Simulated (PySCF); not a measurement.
# Simulated absorption spectrum

Species: C7H7F.
Z-matrix (Å and degrees, GFN2-xTB geometry), rows numbered from 1:
```
F 
C   1  1.3575
C   2  1.4776  1  118.60
C   2  1.5176  1  118.19  3   -70.58
C   4  1.4725  2  122.13  3  -110.74
C   5  1.3431  4  108.38  2  -143.13
C   6  1.4465  5  109.28  4    -0.28
C   7  1.3434  6  109.22  5     0.14
H   2  1.0829  1  110.21  3   147.31
H   3  1.0788  2  117.56  4   106.25
H   3  1.0784  2  118.72  4  -107.67
H   5  1.0732  4  123.35  2    35.92
H   6  1.0745  5  126.64  4   179.78
H   7  1.0748  6  124.09  5  -179.94
H   8  1.0738  4  123.53  2   -36.44
```

Computed with TDDFT wB97X-D/def2-SVPD, vertical, gas phase, core orbitals frozen in the response in PySCF.

Each state is given a Gaussian of 0.5 eV full width at half maximum, with ε(max) = 2.175×10⁸ f / Δν̃ (Δν̃ the width in cm⁻¹). The width is an assumption, not a result. The curve ends short of the highest state used, and states not computed would add to its high-energy end.

```tsv
λ (nm)	ε (L mol⁻¹ cm⁻¹)
174.1	1741
177.7	818
181.3	644
184.9	1426
188.5	3718
192.1	7252
195.6	10127
199.2	10558
202.8	8348
206.4	5149
210.0	2541
213.6	1028
217.2	349
220.8	109
224.4	61
228.0	119
231.5	290
235.1	630
238.7	1163
242.3	1844
245.9	2544
249.5	3086
253.1	3327
256.7	3218
260.3	2819
263.9	2253
267.5	1656
271.0	1141
274.6	725
278.2	431
281.8	242
285.4	129
289.0	65
292.6	31
296.2	15
299.8	6
```

Question: Locate the maxima and give the states behind the curve.

Answer: 254 nm (4.89 eV), ε about 3300, made up of S1 (100%); 198 nm (6.27 eV), ε about 11000, made up of S2 (100%) (ε in L mol⁻¹ cm⁻¹; maxima over ε = 5, shares over 10%). At its high-energy end, 7.12 eV, the curve is still rising (ε about 1700, from S4, S5 and S6). The states used: S1 4.89 eV (f 0.062); S2 6.26 eV (f 0.199); S3 6.74 eV (f 0.0013); S4 7.02 eV (f 0.0048); S5 7.33 eV (f 0.030); S6 7.59 eV (f 0.082); S7 7.68 eV (f 0.058); S8 7.72 eV (f 0.0070).

Question: Coming from long wavelengths, where does ε first pass 100 L mol⁻¹ cm⁻¹?

Answer: At about 287 nm (4.33 eV), 0.56 eV below S1.

Question: On this curve, what absorbance would a 10⁻⁴ mol/L sample give at 222 nm over a 1 cm path?

Answer: 222 nm is 5.585 eV, where ε is about 79 L mol⁻¹ cm⁻¹, so A = ε c l ≈ 0.0079 (Beer–Lambert, with the gas-phase spectrum and the assumed width).

Question: What would ε be at 6.27 eV, the highest of these maxima, with half the width (0.25 eV)?

Answer: About 21500 L mol⁻¹ cm⁻¹ against 10800, a factor of about 2.00; a lone state at its own centre would give exactly 2.

Hardware: an Arm Neoverse V1 with one thread, no GPU (shared host). Cost: 44 s wall.
